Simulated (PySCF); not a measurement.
**Electronic structure of Cd²⁺ (cadmium, charge +2) at the r2SCAN level**

Configuration: [Kr] 4d9 5s1, high-spin 3D determinant (an excited configuration). All numbers are calculated (PySCF 2.14, the spin-free X2C one-electron Hamiltonian (Gaussian nucleus), in x2c-TZVPPall with one added diffuse shell each of s, p, d, f type (9s7p7d3f1g, 95 functions)).

```json
{
 "Total energy": "-5592.64 hartree",
 "One-electron energy": "-7665.33 hartree",
 "Hartree (Coulomb) energy": "2227.99 hartree",
 "Exchange-correlation energy": "-155.30 hartree",
 "⟨S²⟩": "2.0012",
 "⟨L²⟩": "6.010",
 "Sum of ⟨r⟩": "28.04 bohr",
 "Sum of ⟨r²⟩": "33.05 bohr²",
 "Traceless quadrupole moment −½Σ⟨3z² − r²⟩ along its main axis": "-0.393 e·bohr²",
 "Langevin diamagnetic susceptibility": "-26.2 ×10⁻⁶ cm³/mol"
}
```

```json
{"shell": "1s α", "electrons": "1", "mean orbital energy (eV)": "-26552.2", "spread (eV)": "0", "rms radius, mean of both spins (bohr)": "0.0348"}
{"shell": "1s β", "electrons": "1", "mean orbital energy (eV)": "-26552.2", "spread (eV)": "0", "rms radius, mean of both spins (bohr)": "0.0348"}
{"shell": "2s α", "electrons": "1", "mean orbital energy (eV)": "-3977.8", "spread (eV)": "0", "rms radius, mean of both spins (bohr)": "0.143"}
{"shell": "2s β", "electrons": "1", "mean orbital energy (eV)": "-3977.5", "spread (eV)": "0", "rms radius, mean of both spins (bohr)": "0.143"}
{"shell": "2p α", "electrons": "3", "mean orbital energy (eV)": "-3570.7", "spread (eV)": "0.438", "rms radius, mean of both spins (bohr)": "0.127"}
{"shell": "2p β", "electrons": "3", "mean orbital energy (eV)": "-3570.4", "spread (eV)": "0.169", "rms radius, mean of both spins (bohr)": "0.127"}
{"shell": "3s α", "electrons": "1", "mean orbital energy (eV)": "-767.84", "spread (eV)": "0", "rms radius, mean of both spins (bohr)": "0.382"}
{"shell": "3s β", "electrons": "1", "mean orbital energy (eV)": "-767.75", "spread (eV)": "0", "rms radius, mean of both spins (bohr)": "0.382"}
{"shell": "3p α", "electrons": "3", "mean orbital energy (eV)": "-633.12", "spread (eV)": "0.804", "rms radius, mean of both spins (bohr)": "0.384"}
{"shell": "3p β", "electrons": "3", "mean orbital energy (eV)": "-632.99", "spread (eV)": "0.703", "rms radius, mean of both spins (bohr)": "0.384"}
{"shell": "3d α", "electrons": "5", "mean orbital energy (eV)": "-421.76", "spread (eV)": "0.960", "rms radius, mean of both spins (bohr)": "0.365"}
{"shell": "3d β", "electrons": "5", "mean orbital energy (eV)": "-421.50", "spread (eV)": "0.737", "rms radius, mean of both spins (bohr)": "0.365"}
{"shell": "4s α", "electrons": "1", "mean orbital energy (eV)": "-133.82", "spread (eV)": "0", "rms radius, mean of both spins (bohr)": "0.935"}
{"shell": "4s β", "electrons": "1", "mean orbital energy (eV)": "-132.43", "spread (eV)": "0", "rms radius, mean of both spins (bohr)": "0.935"}
{"shell": "4p α", "electrons": "3", "mean orbital energy (eV)": "-93.891", "spread (eV)": "1.758", "rms radius, mean of both spins (bohr)": "1.02"}
{"shell": "4p β", "electrons": "3", "mean orbital energy (eV)": "-92.489", "spread (eV)": "0.259", "rms radius, mean of both spins (bohr)": "1.02"}
{"shell": "4d α", "electrons": "5", "mean orbital energy (eV)": "-36.047", "spread (eV)": "2.084", "rms radius, mean of both spins (bohr)": "1.32"}
{"shell": "4d β", "electrons": "4", "mean orbital energy (eV)": "-34.803", "spread (eV)": "1.428", "rms radius, mean of both spins (bohr)": "1.32"}
{"shell": "5s α", "electrons": "1", "mean orbital energy (eV)": "-23.871", "spread (eV)": "0", "rms radius, mean of both spins (bohr)": "2.59"}
```

Densities and radii are taken from the X2C orbitals without a picture-change correction, which distorts them close to the nucleus.
